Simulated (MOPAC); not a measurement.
MOPAC input (AM1):

```
AM1 PRECISE GNORM=0.05 LET XYZ GEO-OK AUX(PRECISION=9) THREADS=1
C2H2O

C     1.30797600 1   -0.11530800 1   -0.13642300 1
C     0.12161200 1   -0.00590500 1   -0.01561900 1
O    -1.16888300 1    0.18455800 1    0.07224300 1
H     2.35837500 1   -0.21907000 1   -0.23917900 1
H    -1.58484200 1   -0.53011900 1    0.57348800 1
```

Output:

```
 *******************************************************************************
 **                                                                           **
 **                              MOPAC v23.2.5                                **
 **                                                                           **
 *******************************************************************************
 ** MOPAC's Digital Object Identifier: https://doi.org/10.5281/zenodo.6511958 **
 **                                                                           **
 ** Please cite the open-source release paper for use of this MOPAC version:  **
 ** J. E. Moussa and J. J. P. Stewart (2026)                                  **
 ** MOPAC: An open-source semiempirical molecular orbital program             **
 ** J. Open Source Softw., 11(119), 8025, https://doi.org/10.21105/joss.08025 **
 *******************************************************************************

                              AM1 CALCULATION RESULTS

 *******************************************************************************
 *  AM1        - The AM1 Hamiltonian to be used
 *  GEO-OK     - OVERRIDE INTERATOMIC DISTANCE AND OTHER SAFETY CHECKS
 *  LET        - OVERRIDE SOME SAFETY CHECKS
 *  PRECISE    - TIGHTER CRITERIA TO BE USED
 *  XYZ        - CARTESIAN COORDINATE SYSTEM TO BE USED
 *  GNORM      - EXIT WHEN GRADIENT NORM DROPS BELOW 0.050
 *  AUX        - OUTPUT AUXILIARY INFORMATION
 *******************************************************************************
AM1 PRECISE GNORM=0.05 LET XYZ GEO-OK AUX(PRECISION=9) THREADS=1
 C2H2O

   ATOM   CHEMICAL          X               Y               Z
  NUMBER   SYMBOL      (ANGSTROMS)     (ANGSTROMS)     (ANGSTROMS)

     1       C          1.30797600  *  -0.11530800  *  -0.13642300  *
     2       C          0.12161200  *  -0.00590500  *  -0.01561900  *
     3       O         -1.16888300  *   0.18455800  *   0.07224300  *
     4       H          2.35837500  *  -0.21907000  *  -0.23917900  *
     5       H         -1.58484200  *  -0.53011900  *   0.57348800  *

          CARTESIAN COORDINATES

    NO.       ATOM           X           Y           Z

     1         C          1.3080     -0.1153     -0.1364
     2         C          0.1216     -0.0059     -0.0156
     3         O         -1.1689      0.1846      0.0722
     4         H          2.3584     -0.2191     -0.2392
     5         H         -1.5848     -0.5301      0.5735

  H: (AM1): M.J.S. DEWAR ET AL, J. AM. CHEM. SOC. 107 3902-3909 (1985)
  C: (AM1): M.J.S. DEWAR ET AL, J. AM. CHEM. SOC. 107 3902-3909 (1985)
  O: (AM1): M.J.S. DEWAR ET AL, J. AM. CHEM. SOC. 107 3902-3909 (1985)

           Empirical Formula: C2 H2 O  =     5 atoms

      MOLECULAR POINT GROUP   :   Cs

      RHF CALCULATION, NO. OF DOUBLY OCCUPIED LEVELS = 8

          Geometry optimization using EF

          DIAGONAL MATRIX USED AS START HESSIAN

 CYCLE:     1  GRAD.:    54.045 HEAT:  19.56282
 CYCLE:     2  GRAD.:   746.507 HEAT:  72.33562
 CYCLE:     3  GRAD.:   450.399 HEAT:  60.61108
 CYCLE:     4  GRAD.:   232.654 HEAT:  25.99956
 CYCLE:     5  GRAD.:   522.870 HEAT:  52.19468
 CYCLE:     6  GRAD.:   367.662 HEAT:  41.14164
 CYCLE:     7  GRAD.:   541.108 HEAT:  57.99361
 CYCLE:     8  GRAD.:   174.927 HEAT:  34.75609
 CYCLE:     9  GRAD.:   281.176 HEAT:  27.21274
 CYCLE:    10  GRAD.:    67.422 HEAT:  19.24081
 CYCLE:    11  GRAD.:    12.728 HEAT:  18.91692
 CYCLE:    12  GRAD.:     9.690 HEAT:  18.83747
 CYCLE:    13  GRAD.:     3.551 HEAT:  18.82092
 CYCLE:    14  GRAD.:     0.311 HEAT:  18.81829
 CYCLE:    15  GRAD.:     0.217 HEAT:  18.81805
 CYCLE:    16  GRAD.:     0.057 HEAT:  18.81785
 CYCLE:    17  GRAD.:     0.012 HEAT:  18.81785

     GRADIENT =  0.01200 IS LESS THAN CUTOFF =  0.05000

 -------------------------------------------------------------------------------
 AM1 PRECISE GNORM=0.05 LET XYZ GEO-OK AUX(PRECISION=9) THREADS=1
 C2H2O

     GEOMETRY OPTIMISED USING EIGENVECTOR FOLLOWING (EF).
     SCF FIELD WAS ACHIEVED

                              AM1 CALCULATION
                                                       MOPAC v23.2.5 Linux

          FINAL HEAT OF FORMATION =         18.81785 KCAL/MOL =      78.73389 KJ/MOL

          COSMO AREA              =         77.51 SQUARE ANGSTROMS
          COSMO VOLUME            =         58.90 CUBIC ANGSTROMS

          GRADIENT NORM           =          0.01200          =       0.00537 PER ATOM
          IONIZATION POTENTIAL    =         10.385138 EV
          HOMO LUMO ENERGIES (EV) =        -10.385  1.627
          NO. OF FILLED LEVELS    =          8
          MOLECULAR WEIGHT        =         42.0372         POINT GROUP:  Cs

          MOLECULAR DIMENSIONS (Angstroms)

            Atom       Atom       Distance
            H     5    H     4     3.99940
            O     3    H     5     0.82600
            C     2    C     1     0.00000

          SCF CALCULATIONS        =         18

   ATOM   CHEMICAL          X               Y               Z
  NUMBER   SYMBOL      (ANGSTROMS)     (ANGSTROMS)     (ANGSTROMS)

     1       C          1.30819179  *  -0.11994321  *  -0.13363247  *
     2       C          0.12510103  *  -0.01223377  *  -0.01231379  *
     3       O         -1.18206719  *   0.19760734  *   0.06637436  *
     4       H          2.35632402  *  -0.21271101  *  -0.24272984  *
     5       H         -1.54305167  *  -0.55062091  *   0.57937780  *

                             CARTESIAN COORDINATES

   1    C        1.308191792    -0.119943207    -0.133632468
   2    C        0.125101032    -0.012233769    -0.012313786
   3    O       -1.182067192     0.197607344     0.066374356
   4    H        2.356324023    -0.212711007    -0.242729840
   5    H       -1.543051672    -0.550620907     0.579377798

           Empirical Formula: C2 H2 O  =     5 atoms

      MOLECULAR POINT GROUP   :   Cs

                  EIGENVALUES
 -39.22407 -32.25646 -21.58025 -18.13363 -16.27421 -15.40707 -11.13971 -10.38514
   1.62698   2.03692   2.42989   4.47172   5.50495   6.87460

              NET ATOMIC CHARGES AND DIPOLE CONTRIBUTIONS

  ATOM NO.   TYPE          CHARGE      No. of ELECS.   s-Pop       p-Pop
    1          C          -0.246016        4.2460     1.23993     3.00608
    2          C          -0.069650        4.0697     1.18563     2.88402
    3          O          -0.152075        6.1521     1.85524     4.29683
    4          H           0.239258        0.7607     0.76074
    5          H           0.228483        0.7715     0.77152
 DIPOLE           X         Y         Z       TOTAL
 POINT-CHG.     0.290    -0.847     0.470     1.012
 HYBRID        -0.187    -0.426     0.289     0.547
 SUM            0.104    -1.273     0.759     1.486

          ATOMIC ORBITAL ELECTRON POPULATIONS

     Atom    s        px        py        pz
    1  C   1.23993   0.92464   1.01319   1.06825
    2  C   1.18563   0.86041   1.02334   1.00026
    3  O   1.85524   1.10781   1.45616   1.73287
    4  H   0.76074
    5  H   0.77152

 **********************
 *                    *
 * JOB ENDED NORMALLY *
 *                    *
 **********************

 == MOPAC DONE ==
```

The geometry given is a B3LYP-D3(BJ)/def2-TZVP minimum.
